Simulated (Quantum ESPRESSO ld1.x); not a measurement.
Values are calculated unless marked as measured or tabulated.
Species: Ru. Configuration: [Ar] 3d10 4s2 4p5.5 4d7 5s1 5d0.5 (fractional occupations, a model configuration). Level of theory: scalar-relativistic Kohn-Sham, LDA (Slater exchange, Perdew-Zunger correlation), spin-polarised, spherical densities, point nucleus; open shells are filled with parallel spins first (ld1.x of Quantum ESPRESSO 7.5).

X-ray form factor f0, the Fourier transform of the density (f0(0) = 44):

| sin(theta)/lambda (1/angstrom) | f0 (electrons) |
|---|---|
| 0.05 | 42.660 |
| 0.1 | 40.554 |
| 0.15 | 37.805 |
| 0.2 | 34.954 |
| 0.25 | 32.260 |
| 0.3 | 29.820 |
| 0.4 | 25.779 |
| 0.5 | 22.739 |
| 0.6 | 20.424 |
| 0.8 | 16.899 |
| 1 | 13.942 |
| 1.25 | 10.812 |
| 1.5 | 8.516 |
| 2 | 6.098 |
